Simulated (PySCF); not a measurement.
Compound: Ag(PH3)Cl (singlet state).
Cartesian coordinates in Å at the PBE0-D3(BJ)/def2-SVP level; atoms count from 1:
```
atom  x, y, z in Å
Ag1   -0.0027    0.0010   -1.5245
P2    -0.0020   -0.0002    0.8196
H3    -1.2180   -0.2309    1.5098
H4     0.4093    1.1696    1.5055
H5     0.8085   -0.9400    1.5036
Cl6    0.0049    0.0004   -3.8141
```

Method used: PBE0-D3(BJ)/def2-SVP geometry optimisation, gas phase, def2 core potentials past Kr (PySCF).

Masses are those of the commonest isotopes; rigid-rotor values at the optimised geometry. 

Give the principal moments of inertia and the rotational constants in cm⁻¹.

Ia = 4.65, Ib = 383.58, Ic = 383.59 u·Å²; 505379 MHz·u·Å²/I gives 108768, 1318 and 1318 MHz, that is A = 3.62812, B = 0.04395, C = 0.04395 cm⁻¹.

What kind of rotor is it?

A prolate symmetric top, as the point group C3v requires two equal moments. Ray's parameter κ = (2B − A − C)/(A − C) = -1.000; −1 is the prolate and +1 the oblate limit.

Where do the R-branch lines fall?

The dipole of 8.41 D lies along the symmetry axis, so ΔK = 0 and J+1 ← J falls at 2B(J+1) for every K: 2.64 GHz, 5.27 GHz, 7.91 GHz, 10.54 GHz, 13.18 GHz for J = 0 to 4.

Estimate the classical rotational partition function at 100 K, 200 K and 500 K.

Point group C3v, symmetry number σ = 3; q = (√π/σ)·√((kT/h)³/(ABC)), k/h = 20836.6 MHz/K: 4090 at 100 K, 11600 at 200 K, 45700 at 500 K.

No frequency check. Zero-point vibration and centrifugal distortion are left out.

On Arm Neoverse V2, one thread, no GPU, shared host, this took 13 s of wall time. That covers the optimisation of the geometry.
